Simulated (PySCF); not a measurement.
Cartesian coordinates in Å; atom numbers follow the order of the lines, from 1:
```xyz
21

C    -1.4089   -0.4458    1.5581
C    -1.1297   -0.1400    0.2923
C    -2.1729   -0.3168   -0.7734
C     0.1786    0.4023   -0.1194
N     1.2522    0.2932    0.8294
Si    2.1544   -1.1525    1.0996
C     0.6494    0.2359   -1.5699
Si    0.2894    2.0259   -1.1523
H    -2.3790   -0.8146    1.8448
H    -0.6880   -0.3546    2.3516
H    -1.9316   -1.1765   -1.3990
H    -2.2373    0.5596   -1.4151
H    -3.1461   -0.4933   -0.3218
H     1.0669    0.8477    1.6529
H     3.0411   -0.7946    2.2063
H     1.3670   -2.3461    1.4360
H     2.9153   -1.4417   -0.1181
H     0.0010   -0.3242   -2.2271
H     1.6778   -0.0811   -1.6598
H     1.4037    2.8929   -0.8270
H    -0.9124    2.6413   -1.6885
```

PySCF 2.14 calculation with PBE0/pcSseg-1 with gauge-including orbitals and geometry from GFN2-xTB; single conformer, non-relativistic, one averaged value for each set of equivalent atoms, in vacuum.

References, each an isolated molecule treated in the same way: 13C (σref 186.93), 1H (σref 31.72), 29Si (σref 349.16) against TMS; 15N (σref 267.73) against NH3.

| atoms | nucleus | count | δ (ppm) |
| --- | --- | --- | --- |
| C2 | 13C | 1 | 154.9 |
| H20 | 1H | 1 | ? |
| H9 | 1H | 1 | 5.33 |
| C4 | 13C | 1 | 47.3 |
| C7 | 13C | 1 | 10.7 |
| H15/H16/H17 | 1H | 3 | ? |
| H21 | 1H | 1 | ? |
| H11/H12/H13 | 1H | 3 | 1.58 |
| H14 | 1H | 1 | 1.22 |
| Si6 | 29Si | 1 | ? |
| C3 | 13C | 1 | ? |
| H18 | 1H | 1 | 1.29 |
| H19 | 1H | 1 | 1.35 |
| C1 | 13C | 1 | 113.0 |
| H10 | 1H | 1 | 5.08 |
| Si8 | 29Si | 1 | -127.1 |
| N5 | 15N | 1 | 37.5 |

Question: Estimate the values marked ?.

Answer: 
- C3: 24.3 ppm, allylic methyl carbon; a saturated carbon with 1 carbon neighbour and no heteroatom attached
- H15/H16/H17: 4.45 ppm, hydrogen on a silicon bonded to N
- H21: 3.15 ppm, hydrogen on a silicon bonded to 2 C, in a 3-membered ring
- H20: 2.66 ppm, hydrogen on a silicon bonded to 2 C, in a 3-membered ring
- Si6: -72.8 ppm, silicon bonded to N, 3 H

OH and NH positions are those of a molecule without intermolecular hydrogen bonds; in solution they move with solvent, concentration and temperature, and exchange usually removes their couplings. Shifts are as computed. Against solution values, carbons near 30 ppm lie about +3 ppm off and those near 130 ppm about +5 ppm. Of 1309 compounds with measured shifts, 239 miss one by over three times the rms of a fit or turn the order of signals round; such compounds aren't used in these exercises. Experimental scales use liquid or dissolved standards, which lie at an offset from isolated NH3 (liquid NH3: subtract about 20 ppm).
